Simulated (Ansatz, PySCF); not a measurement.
Molecule: sum formula BNH₃, charge 0, multiplicity 2. It need not be the lowest isomer of its formula. SMILES: N[BH]
Structure (B3LYP-D3(BJ)/def2-TZVP (Ansatz, a quantum-chemistry and plane-wave program) minimum search):
```xyz
5

B     -0.8557    -0.0049    -0.0224
N      0.5158    -0.1008     0.0086
H     -1.4780     1.0104     0.0090
H      1.1355     0.6983     0.0620
H      1.0102    -0.9785    -0.0196
```
Charge 0, spin multiplicity 2.

Wanted: atomisation energy (electronic, to ground-state atoms), in kcal/mol. Cores are frozen in the correlated levels unless marked. Open shells are spin-unrestricted. Spin-orbit coupling is left out. No relativistic terms. The coupled-cluster limit lacks core correlation, which all-electron functionals hold. CBS marks a two-point X^-3 extrapolation of the correlation energy; Hartree-Fock from the larger set.

| level | program | atomisation energy (kcal/mol) |
|---|---|---|
| TPSS-D3(BJ)/def2-TZVPD | PySCF + dftd3 | 397.7 |
| TPSSh/def2-TZVPD | PySCF | 394.2 |
| SCS-MP2/cc-pVDZ | Ansatz | 358.0 |
| CCSD/6-31G | Ansatz | 324.0 |
| CCSD/6-31G* | Ansatz | 341.6 |
| CCSD(T) with core electrons/cc-pwCVTZ | Ansatz | [?] |
| CCSD(T)/CBS(def2-TZVPPD,def2-QZVPPD) | Ansatz | [?] |

Question: What belongs in the gaps?

Answer: 
- CCSD(T) with core electrons/cc-pwCVTZ, atomisation energy (kcal/mol): 379.4
- CCSD(T)/CBS(def2-TZVPPD,def2-QZVPPD), atomisation energy (kcal/mol): 388.0
